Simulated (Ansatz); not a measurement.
Gas-phase electronic energies from Ansatz, PBE0-D4/def2-TZVP geometries. CCSD(T)/CBS is the MP2 limit (def2-TZVPP, def2-QZVPP) plus CCSD(T) − MP2 in def2-TZVPP, frozen cores. This one scheme is used for every species. For Ge, Se outer-core shells are correlated without core-valence functions, which leaves a few kJ/mol of doubt a bond. Scalar relativity is left out up to krypton.

Consider the ligand exchange at a Ge–S bond: `B[S][GeH3]` + `C[SeH]` → `C[Se][GeH3]` + `BS`.

`B[S][GeH3]`:

Cartesian coordinates in Å:
```
B 0.345 -0.668 -1.584
S 1.059 -0.892 0.019
Ge -0.217 0.480 1.249
H -0.577 0.068 -1.767
H 0.832 -1.293 -2.476
H -0.066 1.909 0.713
H 0.298 0.381 2.690
H -1.675 0.015 1.157
```

`C[SeH]`:

```xyz
6

C     0.035    0.492    0.235
Se   -0.079   -0.745   -1.267
H    -0.849    0.414    0.863
H     0.081    1.489   -0.201
H     0.939    0.310    0.812
H    -0.127   -1.959   -0.442
```

`C[Se][GeH3]`:

Cartesian coordinates in Å:
```
C 1.147 -1.153 -0.107
Se 0.044 -0.502 1.372
Ge -1.125 1.118 0.146
H 0.520 -1.565 -0.896
H 1.776 -1.942 0.304
H 1.775 -0.354 -0.494
H -2.095 1.796 1.122
H -1.898 0.452 -1.007
H -0.143 2.149 -0.440
```

`BS`:

```xyz
5

B     0.071   -0.367    0.443
S    -0.325    0.047   -1.226
H    -0.006   -1.522    0.724
H     0.394    0.466    1.230
H    -0.134    1.376   -1.170
```

```tsv
species	MP2/def2-TZVPP energy (Eh)
`B[S][GeH3]`	-2501.08589
`C[SeH]`	-2440.51199
`C[Se][GeH3]`	-4517.32170
`BS`	-424.28237
```

Task: Work out ΔE.

Result: ΔE = (-4517.32170) + (-424.28237) − (-2501.08589) − (-2440.51199) = -0.00619 Eh = -3.9 kcal/mol. CCSD(T)/CBS gives -4.1 kcal/mol.

Largest T1 diagnostic among the species: 0.015.

Leaving LDA and LC-ωPBE aside and taking each functional with its dispersion term where it has one, the values, not all of them listed here, spread over 1.3 kcal/mol, from BHLYP-D4 to B97M-V.
